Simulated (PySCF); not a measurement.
Some computed properties have been withheld. Give your best values.

Species: C₃H₁₃N₃Si₂.
InChI=1S/C3H13N3Si2/c1-4-8(5-2)6(3)7/h5,8H,1H2,2-3,7H3/t8-/m0/s1

Conformer (atom-mapped SMILES and torsion angles): `[CH2:1]=[N:2][Si@@H:3]([NH:4][CH3:5])[N:6]([CH3:7])[SiH3:8]`: C1–N2–Si3–N4 168°, N2–Si3–N4–C5 -178°, N2–Si3–N6–C7 -77°.

```json
{"property": "point group of the GFN2-xTB geometry", "level": "GFN2-xTB", "value": "C1"}
{"property": "rotational constants A, B, C of the GFN2-xTB geometry", "level": "GFN2-xTB", "value": "1.553, 1.163, 0.788 GHz"}
{"property": "dipole moment", "level": "PBE0/pcSseg-1", "value": "?"}
{"property": "HOMO energy", "level": "PBE0/pcSseg-1", "value": "?"}
{"property": "LUMO energy", "level": "PBE0/pcSseg-1", "value": "-0.76 eV"}
{"property": "13C chemical shifts (computed TMS as zero) by class", "level": "GIAO PBE0/pcSseg-1", "value": "173.8 (1 C), 31.5 (1 C), 28.9 (1 C) ppm"}
{"property": "1H chemical shifts (computed TMS as zero) by class", "level": "GIAO PBE0/pcSseg-1", "value": "?"}
{"property": "isotropic shieldings of nuclei other than C and H, by class", "level": "GIAO PBE0/pcSseg-1", "value": "-170 (1 N), 238 (1 N), 242 (1 N), 382 (1 Si), 405 (1 Si) ppm"}
```

Gas-phase values; electronic properties from PySCF, density fitting. The structure is a single GFN2-xTB conformer in the gas phase; no vibrational or solvent corrections. GFN2-xTB frequencies show an imaginary mode (32i cm⁻¹), so this geometry is no minimum at that level. NMR classes are plain means over equivalent atoms (diastereotopic ones count apart unless rotation or inversion swaps them), as if these changed places fast; in this geometry the members of some classes differ.

**Question.** The HOMO energy?

**Answer.** -6.50 eV.

**Question.** Give the dipole moment.

**Answer.** 0.51 D.

**Question.** The 1H chemical shifts (computed TMS as zero) by class?

**Answer.** 8.78 (1 H), 8.67 (1 H), 5.12 (1 H), 4.52 (3 H), 2.90 (3 H), 2.83 (3 H), 0.66 (1 H) ppm.

The dipole equals about 1.7 × 10⁻³⁰ C·m (1 D = 3.33564 × 10⁻³⁰ C·m). The rotational constants make it an asymmetric top with κ = (2B − A − C)/(A − C) = -0.02, midway between the prolate (−1) and oblate (+1) limits. With B = h/(8π²I), that is 505.379 GHz u Å² over I, the principal moments of inertia are 325.4, 434.4 and 641.4 u Å² (most abundant isotopes).
